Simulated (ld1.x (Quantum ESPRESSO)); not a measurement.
The numbers below are computed, except where a source is named.
**Pseudopotentials across the periodic table**

Generated with ld1.x 7.5 (TM, RRKJ, ultrasoft, PAW), atompaw 4.2 or ONCVPSP 4.0.1. The cutoff is in Ry: for ld1.x and atompaw files where the sum of valence levels is converged to 10 mRy in a Bessel basis, for ONCV files where the hardest occupied wave has 1 mHa per electron of residual kinetic energy. The error is the largest all-electron minus pseudo excitation energy over each file’s own four to seven test configurations (ionisations up to +4, promotions, holes and added fractions of an electron), all of which were solved. The labels leave out finer settings (local radius, basis sizes, second energies), which also bear on the numbers. Spin-polarised tests are not counted. The rows are a selection from randomly drawn settings: files with unsolved tests, undetermined cutoffs or missed reference levels are left out.

A true bound ghost makes a file unfit for plane-wave use even where its test errors are small: the radial tests pick states by their node count and pass the ghost by.

```csv
element,potential,cutoff (Ry),largest error (meV),bound ghosts
O,"TM, BLYP, fully relativistic, rc 0.80/1.40/1.25 (spd), local s, core correction yes, reference 2s1.75 2p4.25",80,+2076,none
S,"TM, PBEsol, scalar-relativistic, rc 1.30/1.25/1.25 (spd), local s, core correction no, reference 3s2 3p3.5",55,+66,none
Cr,"TM, LDA (PZ), scalar-relativistic, rc 1.55/1.15/1.85 (spd), local s, core correction no, reference 3s2 3p6 3d3 4s0 4p0",80,+2035,none
Br,"TM, PBE, scalar-relativistic, rc 1.00/1.15/1.15 (spd), local s, core correction yes, reference 4s2 4p3.5",200,-80,"p, d"
```

Q: Fill in the row for Ta: TM, PW91, fully relativistic, rc 2.90/1.45/2.25 (spd), local s, core correction yes, reference 5p6 5d3.5 6s1.5 6p0.

A: cutoff 80 Ry, largest error -672 meV, bound ghosts: none.

Q: Fill in the row for S: TM, LDA (PZ), scalar-relativistic, rc 1.45/1.15 (sp), local smoothed, core correction yes, reference 3s2 3p3.5.

A: cutoff 80 Ry, largest error +178 meV, bound ghosts: none.

Q: Fill in the row for K: TM, PBE, fully relativistic, rc 3.15/4.05/4.20/3.55 (spdf), local p, core correction no, reference 3d0 4s0 4p1.

A: cutoff 6 Ry, largest error +232 meV, bound ghosts: none.
